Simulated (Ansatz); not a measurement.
Ansatz (a quantum-chemistry and plane-wave program) input (CCSD(T)/aug-cc-pVDZ):

Ansatz 0.2 input:
```yaml
crystal:
  periodic: [false, false, false]
  atoms:
    - {symbol: C, position_ang: [1.21632433, -0.06610190, -0.33003638]}
    - {symbol: C, position_ang: [-0.01604231, -0.01371774, 0.04003491]}
    - {symbol: O, position_ang: [-1.16868300, 0.10870740, 0.20657606]}
    - {symbol: H, position_ang: [2.14777190, -0.39074138, 0.08740038]}
basis:
  gaussian:
    orbitals: aug-cc-pVDZ
magnetization: {spin_polarized: true, initial_magnetization: 1}
correlation: {method: ccsd_t, electrons: outside_noble_gas}
output: {forces: true}
```

Output:

```
Functional definition: HF
integrals: 0.10 GiB planned
782 factors; integrals over basis functions are off by at most 7.6e-4 eV
mean field: 0.17 GiB planned
mean field evaluation 1: about -4110.0806 eV, gradient 1.8e1 eV
mean field evaluation 2: about -4110.0822 eV, gradient 1.8e1 eV
mean field evaluation 4: about -4111.6968 eV, gradient 3.1e0 eV
mean field evaluation 8: about -4111.7823 eV, gradient 2.8e-1 eV
mean field evaluation 16: about -4110.0799 eV, gradient 1.8e1 eV
mean field evaluation 32: about -4111.7898 eV, gradient 2.9e-3 eV
mean field evaluation 64: about -4111.7409 eV, gradient 1.9e0 eV
mean field evaluation 96: about -4111.7898 eV, gradient 1.2e-6 eV
mean field evaluation 128: about -4111.6177 eV, gradient 8.6e-3 eV
mean field -4111.78976474 eV, -151.1054867830 hartree, gradient 1.2e-6 eV, S^2 0.813466; 9 other end points of the search recorded, 0 dependent functions left out
determinant -4111.78976474 eV, -151.1054867830 hartree, with singles and doubles -4123.74372312 eV, -151.5447866507 hartree
determinant -4111.61770147 eV, -151.0991635745 hartree, with singles and doubles -4123.47832452 eV, -151.5350334320 hartree
determinant -4111.78976474 eV, -151.1054867830 hartree, with singles and doubles -4123.74456996 eV, -151.5448177715 hartree
determinant -4111.61770147 eV, -151.0991635745 hartree, with singles and doubles -4123.48322577 eV, -151.5352135496 hartree
3 core orbitals not correlated
reference -4111.78976474 eV, -151.1054867830 hartree; 8, 7 occupied and 67, 68 virtual orbitals, 782 factors
densities: 0.59 GiB planned
second order -11.47116609 eV of doubles, -0.00000000 eV of singles
coupled cluster: 0.43 GiB planned
cycle   1  -11.95480498 eV  change    2.4e-7 eV  update   2.5e-6
cycle   2  -11.95480469 eV  change    2.9e-7 eV  update   1.5e-6
cycle   3  -11.95480360 eV  change    1.1e-6 eV  update   9.0e-7
cycle   4  -11.95480358 eV  change    2.5e-8 eV  update   2.9e-7
cycle   5  -11.95480350 eV  change    8.3e-8 eV  update   1.5e-7
cycle   6  -11.95480349 eV  change    8.1e-9 eV  update   8.3e-8
coupled cluster: 0.44 GiB planned
perturbative correction -0.52969350 eV, -0.0194658771 hartree
the calculation of the forces begins
Total energy: -4124.27426173 eV, -151.5642835850 hartree
Atom 0 at     1.216324    -0.066102    -0.330036 Å, force     1.571997     0.120850    -0.931051 eV/Å
Atom 1 at    -0.016042    -0.013718     0.040035 Å, force    -0.242108    -0.155545     0.478293 eV/Å
Atom 2 at    -1.168683     0.108707     0.206576 Å, force    -1.787376     0.210361     0.208068 eV/Å
Atom 3 at     2.147772    -0.390741     0.087400 Å, force     0.457487    -0.175666     0.244690 eV/Å
Dipole moment:     0.289091    -0.105237     0.140514 e Å
```

It need not be the lowest isomer of its formula.
